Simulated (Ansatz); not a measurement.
Cost and result up the ladder for HfO4H4 (9 atoms). Total charge 0; singlet. Geometry: r2SCAN-D4/def2-SVP.

Cartesian coordinates in Å:
```
Hf -0.225 0.260 -0.168
O 1.435 0.622 1.379
O 0.773 -1.057 -1.173
O 0.123 0.104 1.836
O -2.127 0.091 -0.375
H 2.027 -0.128 1.564
H 0.933 -1.812 -1.741
H 0.139 1.939 -0.891
H -3.077 -0.019 -0.432
```

Ansatz on 4 threads of Arm Neoverse V2 on a shared host. Times are rough, and most runs start from the orbitals of an earlier one. r2SCAN0-D4/def2-TZVP serves as the yardstick here, not as an exact answer. Differences are given only for rows in sets of like size (and for xTB, whose basis is part of the method), since another set adds its own error. Binding counts from free atoms at the same level (Hf triplet, O triplet, H doublet; other spins of the atoms weren't run), without zero-point energy or a counterpoise term.

In the def2 sets Hf takes a core potential; there is no spin–orbit coupling. HSE06 is defined as in plane-wave codes, on full-range PBE exchange. Correlated methods freeze 4 core orbitals; core or outer-core shells of Hf are correlated, in sets that lack core-valence functions. The structure holds one bond between oxygen atoms, so isomers without such links may lie far lower. The structure comes from a short search, and lower isomers may exist.

Correlated methods converge slowly with the basis.

```csv
level,functions,wall time,binding energy per atom (eV),difference from r2SCAN0-D4/def2-TZVP (eV),remarks
LDA (SPW92)/def2-TZVP,188,0.85 s,4.70,0.86,–
PBE-D4/def2-SVP,108,0.9 s,4.13,–,–
PBE0-D4/def2-SVP,108,0.95 s,3.92,–,–
PBE-D4/def2-TZVP,188,1.4 s,4.11,0.26,–
PBE0-D4/def2-TZVP,188,1.8 s,3.92,0.07,–
BLYP-D4/def2-TZVP (with forces),188,1.8 s,4.03,0.19,–
HSE06-D4/def2-TZVP,188,1.9 s,3.92,0.08,–
PBE-D4/def2-TZVPD,239,2.2 s,4.11,0.27,–
PBE0-D4/def2-TZVPD,239,2.7 s,3.92,0.08,–
r2SCAN-D4/def2-TZVP,188,2.8 s,4.02,0.17,–
r2SCANh-D4/def2-TZVP,188,2.9 s,3.95,0.10,–
r2SCAN0-D4/def2-TZVP,188,3 s,3.84,0.00,–
r2SCAN-D4/def2-TZVPD,239,4 s,4.02,0.17,–
CCSD(T)/def2-TZVP,188,74 s,3.87,0.03,test for broken spin undecided
```
